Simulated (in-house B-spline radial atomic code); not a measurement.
# K³⁺: [Ne] 3s2 3p4

Level of theory: non-relativistic r2SCAN0, spin-polarised, spherical fractional occupations, exact exchange averaged over the configuration, point nucleus; calculated with a B-spline radial code for spherical atoms.

Effective charges: Z_r = [3n² - l(l+1)]/(2<r>) from the radius, Z_e = n√(-2ε) from the energy, and Slater's rules. Values are occupation-weighted means over spin.

| shell | electrons | ε (eV) | <r> (bohr) | Z_r | Z_e | Slater |
| --- | --- | --- | --- | --- | --- | --- |
| 1s | 2 | -3593.3 | 0.08153 | 18.40 | 16.25 | 18.70 |
| 2s | 2 | -408.39 | 0.3875 | 15.48 | 10.96 | 14.85 |
| 2p | 6 | -333.78 | 0.3499 | 14.29 | 9.91 | 14.85 |
| 3s | 2 | -75.576 | 1.211 | 11.15 | 7.07 | 8.45 |
| 3p | 4 | -57.89 | 1.294 | 9.66 | 6.19 | 8.45 |

The least bound orbital is 3p down at -55.14 eV, and it is also the most diffuse (<r> = 1.307 bohr).

The density falls to 0.001 bohr⁻³ at 2.88 bohr; Σ<r²> = 12.403 bohr² gives, by the non-relativistic formula and without the paramagnetism of open shells, a Langevin diamagnetic susceptibility of -9.823×10⁻⁶ cm³/mol.
